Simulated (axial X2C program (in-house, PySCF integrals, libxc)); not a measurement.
**Working with the constants of Br₂⁻**

A bond curve at the CCSD(T) level, two-component, was computed with an in-house all-electron X2C program for linear molecules (integrals from PySCF) (basis Br dyall-acv3z [9s10p7d5f1g] (cores contracted in-house)) for the state Ω = 1/2 (⟨Sz⟩ = 0.49, ⟨Lz⟩ = 0.01 at HF). Its fit gives Re = 2.8521 Å, ωe = 157.8 cm⁻¹, ωexe = 0.7 cm⁻¹ and αe = 2.760e-04 cm⁻¹; the masses are 78.9183 and 78.9183 u. Two-component means X2C with spin–orbit coupling and atomic mean-field Coulomb and Gaunt terms.

Correlated methods: 15 electrons correlated (number of frozen shells: Br 3 s, 2 p, 1 d), 289 virtual spin orbitals or spinors in MP2, 90 natural virtuals in coupled cluster.

**Question.** Find the reduced mass, Be and the force constant.

**Answer.** From the CCSD(T) values: μ = 39.4592 u. Be = 16.8576/(μ Re²) = 0.05252 cm⁻¹. k = 5.8918×10⁻⁷ μ ωe² = 0.579 mdyn/Å.

**Question.** Where do the fundamental and the first overtone lie?

**Answer.** ν(1←0) = ωe − 2ωexe = 156.4 cm⁻¹; ν(2←0) = 2ωe − 6ωexe = 311.4 cm⁻¹.

**Question.** Estimate the centrifugal constant by the Kratzer relation.

**Answer.** D = 4Be³/ωe² = 2.33e-08 cm⁻¹.

**Question.** Estimate De from a Morse curve and compare with the computed well depth of 1.082 eV to Br- + Br.

**Answer.** De(Morse) = ωe²/(4ωexe) = 1.103 eV against 1.082 eV computed, a ratio of 1.02. For De the Morse form works well here.

**Question.** A Morse curve ties αe to the other constants (Pekeris). How well does that hold?

**Answer.** αe(Morse) = 6Be²/ωe × (√(ωexe/Be) − 1) = 2.780e-04 cm⁻¹; the CCSD(T) curve gives 2.760e-04 cm⁻¹, a ratio of 1.01.

Occupations by symmetry block were frozen at the best pattern of an incomplete PBE0 search. Dissociation energies refer to the lowest single-determinant-based atoms at the same level and basis. Coupled cluster ran in a truncated set of natural virtual spinors; the MP2 energy of the rest was added. (T) has no such correction and the atoms are truncated less, which lowers De at CCSD(T) by a hundredth of an eV or more. The levels of this run spread widely (ωe from 123 to 164 cm⁻¹), so these constants depend on the method.
